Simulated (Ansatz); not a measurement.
Consider the formal hydrolysis of a B–Si bond: `COB[SiH3]` + H₂O → `COBO` + SiH₄.

Isolated molecules relaxed with PBE0-D4/def2-TZVP in Ansatz; ΔE leaves out vibrations. CCSD(T)/CBS adds triple-zeta CCSD(T) − MP2 to the extrapolated MP2 energy (def2 sets, frozen cores). This one scheme is used for every species. DFT in def2-TZVPP. One conformer a species, not always the lowest.

`COB[SiH3]`:

Z-matrix (Å, degrees):
```
C
O 1 1.416
H 1 1.091 2 108.7
H 1 1.091 2 108.7 3 -118.3
H 1 1.093 2 111.1 3 120.9
B 2 1.341 1 122.5 3 -121.0
Si 6 2.025 2 119.1 1 -179.9
H 6 1.208 2 118.8 1 0.0
H 7 1.492 6 110.0 2 -122.4
H 7 1.492 6 109.9 2 120.3
H 7 1.489 6 113.5 2 -1.0
```

H₂O:

Cartesian coordinates in Å:
```
O -0.379 0.066 -0.058
H 0.033 -0.747 0.242
H 0.346 0.681 -0.184
```

`COBO`:

Cartesian coordinates in Å:
```
C 0.159 1.000 -0.903
O 0.342 -0.270 -0.317
B -0.285 -0.623 0.832
O -0.076 -1.855 1.358
H -0.542 1.610 -0.327
H -0.227 0.875 -1.917
H 1.121 1.515 -0.955
H -1.027 0.126 1.402
H 0.534 -2.377 0.827
```

SiH₄:

Cartesian coordinates in Å:
```
Si 0.000 0.000 0.000
H 0.997 -0.385 -1.030
H 0.680 0.731 1.099
H -0.647 -1.221 0.544
H -1.031 0.875 -0.612
```

(1) Is it downhill or uphill in electronic energy at CCSD(T)/CBS, and by how much? (Estimate.)

(2) What do these levels give: ωB97M-V, PBE, r2SCANh, r2SCAN0, MP2/def2-TZVPP, HF/CBS(def2)? (An estimate is asked.)

(3) What do rigid-rotor, harmonic-oscillator terms from PBE0-D4/def2-TZVP frequencies (298.15 K, 1 bar) make of the CCSD(T)/CBS value? (An estimate is asked.)

Largest T1 diagnostic among the species: 0.014.

Answers

(1) Computed: Downhill: ΔE = -152.7 kJ/mol.

(2) Ansatz gave: ωB97M-V -162.6, PBE -148.1, r2SCANh -161.2, r2SCAN0 -162.7, MP2/def2-TZVPP -162.1, HF/CBS(def2) -180.0 kJ/mol.

(3) Computed: ΔZPE = +1.6 kJ/mol, ΔH = -154.7 kJ/mol, ΔS = -22 J/(mol·K), ΔG = -148.1 kJ/mol.

Leaving LDA and LC-ωPBE aside and taking each functional with its dispersion term where it has one, the values, not all of them listed here, spread over 24.1 kJ/mol, from BHLYP-D4 to revPBE-D4. LDA lies −8.6 kJ/mol from PBE without D4. At CCSD(T), def2-SVP lies −29.6 kJ/mol from the extrapolated value and def2-TZVPP −4.7 kJ/mol. From PBE to PBE0 (25 % exact exchange), in def2-TZVPP and without D4, ΔE moves by −5.1 kJ/mol.
